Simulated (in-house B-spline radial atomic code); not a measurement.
A fraction x of an electron is removed from 3d in the iron ion Fe⁴⁺, starting from [Ar] 3d4 and keeping the highest spin. Computed with a B-spline radial code for spherical atoms: scalar-relativistic (X2C) LC-wPBE, spin-polarised, spherical fractional occupations, Fermi nucleus of rms radius 3.7377 fm.

Caution: exact exchange at fractional occupations of open shells leaves self-interaction of up to several eV.

```json
{"x": "0", "E(x) - E(0) (eV)": "0.0000", "3d up level (eV)": "-68.684"}
{"x": "0.06", "E(x) - E(0) (eV)": "4.1556", "3d up level (eV)": "-69.836"}
{"x": "0.17", "E(x) - E(0) (eV)": "11.9546", "3d up level (eV)": "-71.965"}
{"x": "0.28", "E(x) - E(0) (eV)": "19.9890", "3d up level (eV)": "-74.119"}
{"x": "0.45", "E(x) - E(0) (eV)": "32.8753", "3d up level (eV)": "-77.493"}
{"x": "0.5", "E(x) - E(0) (eV)": "36.7752", "3d up level (eV)": "-78.496"}
{"x": "0.66", "E(x) - E(0) (eV)": "49.5931", "3d up level (eV)": "-81.736"}
{"x": "0.87", "E(x) - E(0) (eV)": "67.2107", "3d up level (eV)": "-86.062"}
{"x": "0.98", "E(x) - E(0) (eV)": "76.8037", "3d up level (eV)": "-88.360"}
{"x": "1", "E(x) - E(0) (eV)": "78.5751", "3d up level (eV)": "-88.780"}
```

The exact functional would give a straight line between the two integer points. Deviations E(x) - E(0) - x[E(1) - E(0)], in eV: -0.559 at x = 0.06, -1.403 at x = 0.17, -2.012 at x = 0.28, -2.483 at x = 0.45, -2.512 at x = 0.5, -2.266 at x = 0.66, -1.15 at x = 0.87, -0.2 at x = 0.98.

The curve lies below the straight line by up to 2.512 eV (at x = 0.5): convex, the delocalisation error, to which spherically averaged exact exchange adds.

Q: How well does Slater's transition state (minus the level at half occupation) give the ionisation energy?

A: It gives 78.496 eV against 78.575 eV from the two total energies; NIST lists 75.00 eV, ground level to ground level. The end point has an open shell averaged over its orbitals, so its exact exchange keeps a self-interaction and this is no true integer point.
